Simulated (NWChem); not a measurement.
Molecule: SrH2SO; SMILES [OH][Sr][SH]

```xyz
5

Sr    -0.3264     0.4485     0.0000
O      0.7527     2.2886     0.0000
H      1.3585     3.0308     0.0000
S      0.2162    -2.2641     0.0000
H      1.5643    -2.1591     0.0000
```
Atoms are numbered in this order, from 1.

Computed with NWChem. The geometry was optimised at PBE0/def2-SVP. def2 effective core potentials on Sr; no spin-orbit coupling. Ions are spin-unrestricted doublets at the neutral geometry; other ion states weren't tried.

**Question.** Estimate the computed values for Hartree-Fock/def2-SVP. Quantities: −ε(HOMO) (eV).

**Answer.** 
| Item | Result |
|---|---|
| −ε(HOMO) (eV) | 8.34 |
